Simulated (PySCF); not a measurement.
# Gas-phase XPS of `C[PH2+]c1ccoc1`, computed

C5H8OP (charge +1).
Z-matrix (Å and degrees, PBE0-D3(BJ)/def2-SVP geometry), rows numbered from 1:
```
C 
P   1  1.7952
C   2  1.7575  1  112.90
C   3  1.4391  2  127.75  1   179.49
C   4  1.3589  3  104.94  2   179.89
O   5  1.3519  4  110.44  3     0.04
C   6  1.3242  5  108.85  4    -0.02
H   1  1.0996  2  109.42  3   -59.61
H   1  1.0996  2  109.42  3    61.15
H   1  1.0998  2  109.17  3  -179.24
H   2  1.4121  1  109.07  3  -123.52
H   2  1.4120  1  109.10  3   123.44
H   4  1.0880  3  128.39  2    -0.10
H   5  1.0873  4  133.18  3  -179.99
H   7  1.0884  3  133.61  2     0.08
```

Theory: delta-SCF UKS SCAN, pcX-2 on the ionised atom, pcseg-1 elsewhere, spin-free X2C in PySCF 2.14.0. Vertical ΔSCF values, vacuum level as zero.

**Question.** Give the core binding energies atom by atom.

**Answer.** 
```csv
atom(s),environment,level,binding energy (eV),2p1/2 (eV),above the level's lowest (eV),count
P2,phosphonium phosphorus,P 1s,2157.58,–,0.00,1
O6,furan-type oxygen,O 1s,544.60,–,0.00,1
C7,aromatic CH next to a ring oxygen,C 1s,296.53,–,+1.47,1
C1,sp3 carbon bound to phosphorus,C 1s,296.45,–,+1.39,1
C5,aromatic CH next to a ring oxygen,C 1s,296.05,–,+0.99,1
C3,substituted aromatic carbon,C 1s,295.64,–,+0.58,1
C4,aromatic CH carbon,C 1s,295.06,–,0.00,1
P2,phosphonium phosphorus,P 2p3/2,143.86,144.75,0.00,1
```

The listed C 1s values span 1.47 eV, from C4 (bonded to 2 C (aromatic in the SMILES) and H) to C7 (bonded to O (aromatic in the SMILES), C (aromatic in the SMILES) and H). The widest gap between neighbouring values is 0.58 eV, between 295.06 and 295.64 eV. Summing the Pauling electronegativity differences to the bonded atoms, each weighted by its formal bond order, gives -0.35 for the lowest site and +0.99 for the highest; no listed site has a larger sum than the highest. The smallest sum, -1.41, belongs to C1, 1.39 eV above the lowest.

**Question.** Which effective nuclear charge Zeff reproduces each element's mean 1s value in the hydrogen-like formula E = 13.606 eV × Zeff²?

**Answer.** C (Z = 6): mean 295.9 eV, Zeff = 4.66, Z − Zeff = 1.34; O (Z = 8): mean 544.6 eV, Zeff = 6.33, Z − Zeff = 1.67; P (Z = 15): mean 2157.6 eV, Zeff = 12.59, Z − Zeff = 2.41. Means run over the listed sites, weighted by atom count.

For 2p shells one spin-free hole was relaxed; a mean-field spin–orbit operator and the ground-state splitting of the three 2p orbitals were then diagonalised within the shell. The shell's mean is (2 × 2p3/2 + 2p1/2)/3, and the degeneracies 2j + 1 give areas of 2:1. 2p1/2 minus 2p3/2 (ligand field included): P 0.89 eV. The species carries charge +1, so core ionisation leaves charge +2. The structure is a single PBE0-D3(BJ)/def2-SVP conformer in the gas phase; no vibrational or solvent corrections.
